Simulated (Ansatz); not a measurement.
Ansatz results at the PBE0-D4/def2-TZVP geometry: HOMO energy (PBE/def2-TZVPP) -6.27 eV; LUMO energy (B3LYP/def2-TZVPP) -0.97 eV; HOMO energy (B3LYP/def2-TZVPP) -7.63 eV.

Each molecule was computed in one conformer, which needn't be the lowest.

(1) Which molecule gave them?
A. `C[CH]1B[NH][SnH2]1`
B. `CB[S][GeH3]`
C. `CC(O)(F)C=N`
D. `CN1COC1F`

Results:

(1) C. The others give `CN1COC1F`: -5.75, 0.83, -6.99; `CB[S][GeH3]`: -6.70, -1.11, -7.59; `C[CH]1B[NH][SnH2]1`: -5.99, -0.95, -6.91.

B3LYP here is the variant with VWN-RPA as its local correlation; programs differ in this.
